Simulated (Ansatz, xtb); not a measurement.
**Relative energy of two isomers of C6H5BrS**

We compare X, `Sc1ccc(Br)cc1`, a singlet, with Y, `Sc1ccccc1Br`, a singlet. Both are isolated molecules in the gas phase, relaxed with B3LYP/def2-SVP; the shapes shown needn't be the lowest conformers.

X (Å):

```tsv
atom	x (Å)	y (Å)	z (Å)
C	-0.0730	0.8677	-1.7284
C	-0.3958	-0.4834	-1.5159
C	-0.2424	-1.0627	-0.2560
C	0.2372	-0.2918	0.8068
C	0.5629	1.0524	0.6129
C	0.4078	1.6277	-0.6503
Br	0.4478	-1.0797	2.5309
S	-0.2981	1.5271	-3.3654
H	0.1142	2.7844	-3.0906
H	-0.7716	-1.0927	-2.3418
H	-0.4964	-2.1129	-0.1026
H	0.9375	1.6532	1.4435
H	0.6665	2.6804	-0.7887
```

Y (Å):

```xyz
13

C    -0.3519    1.0706   -1.4608
C    -0.5762   -0.3143   -1.5970
C    -0.0967   -1.2244   -0.6587
C     0.6262   -0.7740    0.4505
C     0.8614    0.5915    0.6077
C     0.3782    1.5044   -0.3365
Br    0.7518    3.3579   -0.0335
S    -1.0234    2.1070   -2.7345
H    -0.5908    3.2825   -2.2262
H    -1.1402   -0.6719   -2.4623
H    -0.2894   -2.2911   -0.7962
H     1.0072   -1.4792    1.1925
H     1.4235    0.9614    1.4669
```

Estimate E(Y) − E(X) at the level CCSD(T)/def2-SVP + ΔMP2/def2-TZVPP.

Too close to call at this level: CCSD(T)/def2-SVP + ΔMP2/def2-TZVPP gives E(Y) − E(X) = −0.11 kcal/mol.

The same difference at several levels:

| level | geometry | E(Y) − E(X) (kcal/mol) | departure from the last row (kcal/mol) | job, with rough time for the two |
| --- | --- | --- | --- | --- |
| GFN2-xTB | GFN2-xTB | +1.27 | +1.38 | optimisation, 0.21 s |
| HF/STO-3G | GFN2-xTB | +1.35 | +1.46 | single point, 0.74 s |
| r2SCAN-D4/def2-SVP | GFN2-xTB | −0.39 | −0.28 | single point, 6.9 s |
| B3LYP/def2-SVP | B3LYP/def2-SVP | +0.51 | +0.61 | optimisation, 37 s |
| HF/def2-SVP | B3LYP/def2-SVP | +2.06 | +2.16 | part of the CCSD(T) run |
| MP2/def2-SVP | B3LYP/def2-SVP | −0.19 | −0.09 | part of the CCSD(T) run |
| CCSD(T)/def2-SVP | B3LYP/def2-SVP | +0.24 | +0.35 | single point |
| CCSD(T)/def2-SVP + ΔMP2/def2-TZVPP | B3LYP/def2-SVP | −0.11 |  | single point, 2.9 min |

As drawn, both hold the same kinds of bond in the same numbers.

The largest departure from CCSD(T)/def2-SVP + ΔMP2/def2-TZVPP is that of HF/def2-SVP, 2.16 kcal/mol. The last row adds to CCSD(T) the change of the MP2 difference between the two basis sets, here −0.35 kcal/mol.

With thermal terms from frequencies at re-optimised GFN2-xTB minima (ideal gas, soft modes damped towards free rotors, one conformer each, 298.15 K, 1 atm): on the last row, ΔE + ΔZPE = −0.12, ΔH = −0.13, ΔG = −0.07 kcal/mol.

The correlated steps freeze 20 core orbitals; the filled d shell of Br is correlated, in a basis made for valence electrons. Programs: Ansatz 0.2.0, xtb 6.7.1; the last row on 4 threads of Arm Neoverse V1 on a shared host.
